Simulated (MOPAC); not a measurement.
MOPAC input (PM6):

```
PM6 PRECISE GNORM=0.05 LET XYZ UHF MS=0.5 GEO-OK AUX(PRECISION=9) THREADS=1
NO2

N     0.01342500 1   -0.00536000 1   -0.32055200 1
O     1.05221000 1    0.29165200 1    0.17971700 1
O    -1.06395600 1   -0.28696200 1    0.10076600 1
```

Output:

```
 *******************************************************************************
 **                                                                           **
 **                              MOPAC v23.2.5                                **
 **                                                                           **
 *******************************************************************************
 ** MOPAC's Digital Object Identifier: https://doi.org/10.5281/zenodo.6511958 **
 **                                                                           **
 ** Please cite the open-source release paper for use of this MOPAC version:  **
 ** J. E. Moussa and J. J. P. Stewart (2026)                                  **
 ** MOPAC: An open-source semiempirical molecular orbital program             **
 ** J. Open Source Softw., 11(119), 8025, https://doi.org/10.21105/joss.08025 **
 *******************************************************************************

                              PM6 CALCULATION RESULTS

 *******************************************************************************
 *  PM6        - The PM6 Hamiltonian to be used
 *  GEO-OK     - OVERRIDE INTERATOMIC DISTANCE AND OTHER SAFETY CHECKS
 *  UHF        - UNRESTRICTED HARTREE-FOCK CALCULATION
 *  MS=        - IN MECI, MAGNETIC COMPONENT OF SPIN =  0.5
 *  LET        - OVERRIDE SOME SAFETY CHECKS
 *  PRECISE    - TIGHTER CRITERIA TO BE USED
 *  XYZ        - CARTESIAN COORDINATE SYSTEM TO BE USED
 *  GNORM      - EXIT WHEN GRADIENT NORM DROPS BELOW 0.050
 *  AUX        - OUTPUT AUXILIARY INFORMATION
 *******************************************************************************
PM6 PRECISE GNORM=0.05 LET XYZ UHF MS=0.5 GEO-OK AUX(PRECISION=9) THREADS=1
 NO2

   ATOM   CHEMICAL          X               Y               Z
  NUMBER   SYMBOL      (ANGSTROMS)     (ANGSTROMS)     (ANGSTROMS)

     1       N          0.01342500  *  -0.00536000  *  -0.32055200  *
     2       O          1.05221000  *   0.29165200  *   0.17971700  *
     3       O         -1.06395600  *  -0.28696200  *   0.10076600  *

          CARTESIAN COORDINATES

    NO.       ATOM           X           Y           Z

     1         N          0.0134     -0.0054     -0.3206
     2         O          1.0522      0.2917      0.1797
     3         O         -1.0640     -0.2870      0.1008

 General Reference for PM6:
 "Optimization of Parameters for Semiempirical Methods V: Modification of NDDO Approximations
 and Application to 70 Elements", J. J. P. Stewart, J. Mol. Mod., 13, 1173-1213 (2007)
 URL: https://link.springer.com/article/10.1007/s00894-007-0233-4

           Empirical Formula: N O2  =     3 atoms

      MOLECULAR POINT GROUP   :   C2v

          UHF CALCULATION, NO. OF ALPHA ELECTRONS =    9
                           NO. OF BETA  ELECTRONS =    8

          Geometry optimization using EF

          DIAGONAL MATRIX USED AS START HESSIAN

 CYCLE:     1  GRAD.:    62.369 HEAT: -7.777060
 CYCLE:     2  GRAD.:   437.034 HEAT:  18.25236
 CYCLE:     3  GRAD.:   110.204 HEAT: 0.8406759
 CYCLE:     4  GRAD.:    62.217 HEAT: -8.769344
 CYCLE:     5  GRAD.:     8.356 HEAT: -9.514733
 CYCLE:     6  GRAD.:   147.671 HEAT: -7.375754
 CYCLE:     7  GRAD.:     1.618 HEAT: -9.547943
 CYCLE:     8  GRAD.:     0.517 HEAT: -9.550369
 CYCLE:     9  GRAD.:     0.017 HEAT: -9.550578

     GRADIENT =  0.01659 IS LESS THAN CUTOFF =  0.05000

 -------------------------------------------------------------------------------
 PM6 PRECISE GNORM=0.05 LET XYZ UHF MS=0.5 GEO-OK AUX(PRECISION=9) THREADS=1
 NO2

     GEOMETRY OPTIMISED USING EIGENVECTOR FOLLOWING (EF).
     SCF FIELD WAS ACHIEVED

                              PM6 CALCULATION
                                                       MOPAC v23.2.5 Linux

          FINAL HEAT OF FORMATION =         -9.55058 KCAL/MOL =     -39.95962 KJ/MOL

          COSMO AREA              =         63.37 SQUARE ANGSTROMS
          COSMO VOLUME            =         44.05 CUBIC ANGSTROMS

          GRADIENT NORM           =          0.01659          =       0.00958 PER ATOM
          IONIZATION POTENTIAL    =         10.486010 EV
          ALPHA SOMO LUMO (EV)    =        -10.486 -0.841
          BETA  SOMO LUMO (EV)    =        -12.127 -0.729
          NO. OF ALPHA ELECTRONS  =          9
          NO. OF BETA  ELECTRONS  =          8
          MOLECULAR WEIGHT        =         46.0055         POINT GROUP:  C2v

          MOLECULAR DIMENSIONS (Angstroms)

            Atom       Atom       Distance
            O     3    O     2     2.22176
            N     1    O     3     0.37368
            O     3    O     2     0.00000

          SCF CALCULATIONS        =         10

   ATOM   CHEMICAL          X               Y               Z
  NUMBER   SYMBOL      (ANGSTROMS)     (ANGSTROMS)     (ANGSTROMS)

     1       N          0.01096684  *  -0.00435287  *  -0.26094396  *
     2       O          1.06612226  *   0.29467529  *   0.15248188  *
     3       O         -1.07556826  *  -0.29092761  *   0.07222852  *

                             CARTESIAN COORDINATES

   1    N        0.010966838    -0.004352875    -0.260943959
   2    O        1.066122256     0.294675291     0.152481879
   3    O       -1.075568263    -0.290927614     0.072228519

           Empirical Formula: N O2  =     3 atoms

      MOLECULAR POINT GROUP   :   C2v

          ALPHA EIGENVALUES
 -36.45195 -35.45445 -24.60471 -19.26901 -19.12104 -19.00670 -13.17965 -12.95400
 -10.48601  -0.84090   0.80251   3.42405

           BETA EIGENVALUES
 -35.53313 -34.46725 -23.15256 -18.68637 -17.98091 -17.60093 -12.54745 -12.12716
  -0.72871  -0.09699   1.35299   5.12237

              NET ATOMIC CHARGES AND DIPOLE CONTRIBUTIONS

  ATOM NO.   TYPE          CHARGE      No. of ELECS.   s-Pop       p-Pop
    1          N           0.545106        4.4549     1.51271     2.94218
    2          O          -0.272552        6.2726     1.90380     4.36875
    3          O          -0.272554        6.2726     1.90380     4.36875
 DIPOLE           X         Y         Z       TOTAL
 POINT-CHG.     0.041    -0.016    -0.977     0.978
 HYBRID        -0.026     0.010     0.615     0.615
 SUM            0.015    -0.006    -0.363     0.363

          ATOMIC ORBITAL ELECTRON POPULATIONS

     Atom    s        px        py        pz
    1  N   1.51271   0.93701   0.90768   1.09749
    2  O   1.90380   1.22572   1.52097   1.62207
    3  O   1.90380   1.19989   1.52376   1.64510

                    (SZ)    =    0.500000
                    (S**2)  =    0.762696

          ATOMIC ORBITAL SPIN POPULATIONS

    Atom   Total    s     px     py     pz
         Atomic
    1  N  0.4299  0.199 -0.021  0.016  0.237
    2  O  0.2852  0.000  0.013 -0.006  0.277
    3  O  0.2849  0.000  0.036 -0.008  0.257

 **********************
 *                    *
 * JOB ENDED NORMALLY *
 *                    *
 **********************

 == MOPAC DONE ==
```

The geometry given is a B3LYP-D3(BJ)/def2-TZVP minimum.
